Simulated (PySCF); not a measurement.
silyl(silyloxy)silane (H8OSi3), SMILES [SiH2]([SiH3])O[SiH3]. Atoms are numbered in the order given.

```xyz
12

Si     1.7505     1.1387     0.6002
O      1.1876    -0.2873    -0.0406
Si    -0.1447    -1.0762    -0.6621
Si    -2.1317    -0.0231     0.0408
H      2.4023     1.9535    -0.4593
H      2.7374     0.8285     1.6649
H      0.6179     1.9150     1.1813
H     -0.0721    -1.0794    -2.1509
H     -0.1129    -2.4883    -0.1934
H     -2.1876     1.3789    -0.4628
H     -3.3110    -0.7667    -0.4887
H     -2.2117     0.0058     1.5288
```

Geometry: TPSSh-D3(BJ)/def2-SVP. Other conformers were not sampled.

Two levels are set side by side: PBE/pcSseg-1 (PySCF) and HF/pcSseg-1 (PySCF). GIAO shifts against H2O (¹⁷O), TMS (²⁹Si), TMS (¹H) at the same level; non-relativistic, no solvent, atoms listed together averaged. Differences are taken from unrounded values.

```json
[
 {"quantity": "δ(²⁹Si) of Si1 (ppm)", "PBE": "-35.5"},
 {"quantity": "δ(¹⁷O) of O2 (ppm)", "PBE": "3.5"},
 {"quantity": "δ(²⁹Si) of Si3 (ppm)", "PBE": "-18.7"},
 {"quantity": "δ(²⁹Si) of Si4 (ppm)", "PBE": "-115.9"},
 {"quantity": "δ(¹H) of H5, H6, H7 (ppm)", "PBE": "5.40"},
 {"quantity": "δ(¹H) of H8, H9 (ppm)", "PBE": "5.97"}
]
```

These are the PBE values. What does HF give? (Estimate from the structure and the level; the computed values follow.)


```csv
quantity,HF,PBE minus HF
δ(²⁹Si) of Si1 (ppm),-42.5,7.1
δ(¹⁷O) of O2 (ppm),-19.9,23.4
δ(²⁹Si) of Si3 (ppm),-26.5,7.9
δ(²⁹Si) of Si4 (ppm),-95.1,-20.8
"δ(¹H) of H5, H6, H7 (ppm)",4.64,0.76
"δ(¹H) of H8, H9 (ppm)",5.04,0.92
```

Rough cost on one machine, each run with all the roots and properties that it gave: HF against PBE within a factor of 2.
